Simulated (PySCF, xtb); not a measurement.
B(F)(Me)(SH) (CH4BFS), SMILES CB(F)S.

GFN2-xTB (xtb) at its own geometry gives an orbital gap of 4.64 eV and a dipole moment of 2.92 D.

Geometry optimised at B3LYP-D3(BJ)/def2-SVP. One conformer was computed; it need not be the lowest.

Question: What does PySCF with PBE/def2-TZVPD give? (An estimate is asked for; the answer gives what the named calculation found.)

Answer: gap 5.58 eV (levels -6.86 and -1.28 eV), dipole 1.90 D.
